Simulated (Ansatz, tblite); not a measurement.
Cost and result up the ladder for CrMe2 (C₂H₆Cr) (9 atoms). The state is a quintet with charge 0. Geometry: PBE-D4/def2-TZVP.

```
atom   x (Å)   y (Å)   z (Å)
 Cr1   0.455  -0.668   0.716
  C2   1.443   0.896  -0.084
  H3   1.534   0.797  -1.177
  H4   2.457   0.892   0.362
  H5   0.950   1.849   0.160
  C6  -1.444  -0.894   0.082
  H7  -2.057  -0.013   0.326
  H8  -1.853  -1.774   0.617
  H9  -1.487  -1.084  -1.002
```

Ansatz on 2 threads of Intel Xeon 6975P-C on a shared host; xTB runs through tblite on one thread. Times are rough, summed over both states, and most runs start from the orbitals of an earlier one. No level here is sound enough to serve as a yardstick. The other state is a quartet, and no other spin of it was run.

The xTB rows come from tblite.

Run but left out: HF/def2-TZVP, PBE0-D4/def2-TZVP, LC-ωPBE/def2-TZVP, ωB97M-V/def2-TZVP, B2PLYP/def2-TZVP, MP2/def2-TZVP, CCSD/def2-TZVP, CCSD(T)/def2-TZVP (charge +1 quartet: ⟨S²⟩ 4.07 to 4.53, where a pure state has 3.75).

Raw xTB energies of ions are shifted by several eV, and xTB has no spin-polarisation term.

```
                            level  functions  wall time  vertical IE (eV)                                     remarks
                         GFN1-xTB         29    0.011 s             13.20                                           –
                         GFN2-xTB         23    0.012 s             11.31                                           –
                 PBE-D4/def2-TZVP        143      5.7 s              7.75  spin-contaminated (⟨S²⟩ 3.90) (+1 quartet)
                BLYP-D4/def2-TZVP        143      5.9 s              7.64  spin-contaminated (⟨S²⟩ 3.88) (+1 quartet)
r2SCAN-D4/def2-TZVP (with forces)        143       10 s              7.81  spin-contaminated (⟨S²⟩ 4.01) (+1 quartet)
                 B97M-V/def2-TZVP        143       19 s              7.89  spin-contaminated (⟨S²⟩ 3.98) (+1 quartet)
```
